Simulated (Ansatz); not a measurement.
H3Ti, SMILES [TiH3+] (connectivity only; charge and spin as stated), charge +1, multiplicity 1.

Geometry: ωB97X-D3(BJ)/def2-TZVPD. The spin state was assumed, not searched.

Two levels are set side by side: PBE/def2-TZVPD (Ansatz, a quantum-chemistry and plane-wave program) and CAM-B3LYP/def2-TZVPD (Ansatz). Energy differences of separate SCF runs at the same geometry; the states with an electron removed or added have multiplicity 2. Differences are taken from unrounded values.

| quantity | PBE |
|---|---|
| vertical ionisation energy (eV) | 14.13 |
| vertical singlet–triplet gap (eV) | -0.78 |

Problem. These are the PBE values. What does CAM-B3LYP give? (The exact figures need the calculation; the answer reports its results.)

Solution. 
```
quantity                           CAM-B3LYP  PBE minus CAM-B3LYP
---------------------------------  ---------  -------------------
vertical ionisation energy (eV)        14.15                -0.02
vertical singlet–triplet gap (eV)      -0.85                 0.07
```
